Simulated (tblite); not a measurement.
Isomers of C5H11ClO3Si. All values are computed: GFN2-xTB (tblite) harmonic vibrations without scaling, gas phase. The method is semi-empirical: single wavenumbers can be off by several per cent or more. Modes of hydrogen on silicon can be 10 to 20 % off. One conformer each.

Electronic energies: GFN2-xTB at the same geometries; isomer energies are rough at this level and their order can be wrong.

```csv
SMILES,"electronic energy, lowest = 0 (kJ/mol)"
CCO[C@@H]1COC[Si@@H](Cl)O1,6.9
CO[C@@H](C)[Si@H](Cl)OC(C)=O,0.0
COC(=O)[Si@@H](Cl)[C@@H](C)OC,189.6
CC[C@H](OC(=O)OC)[SiH2]Cl,47.6
```

Problem. How do GFN2-xTB zero-point energies change the relative energies?

Solution. 
```
                       SMILES  ZPE (kJ/mol)  of it from modes above 1550 cm⁻¹  electronic (kJ/mol)  with ZPE, lowest = 0 (kJ/mol)  lowest mode (cm⁻¹)  rings
 CO[C@@H](C)[Si@H](Cl)OC(C)=O         411.3                             203.6                  0.0                            0.0                  27      0
   CCO[C@@H]1COC[Si@@H](Cl)O1         420.9                             190.9                  6.9                           16.5                  41      1
    CC[C@H](OC(=O)OC)[SiH2]Cl         409.2                             199.8                 47.6                           45.5                  15      0
COC(=O)[Si@@H](Cl)[C@@H](C)OC         408.7                             202.3                189.6                          187.0                  5i      0
```

The zero-point energies span 12.2 kJ/mol, from `COC(=O)[Si@@H](Cl)[C@@H](C)OC` to `CCO[C@@H]1COC[Si@@H](Cl)O1`. Slightly imaginary modes are left out of the zero-point energy: `COC(=O)[Si@@H](Cl)[C@@H](C)OC` 4.8i cm⁻¹. The order is unchanged.
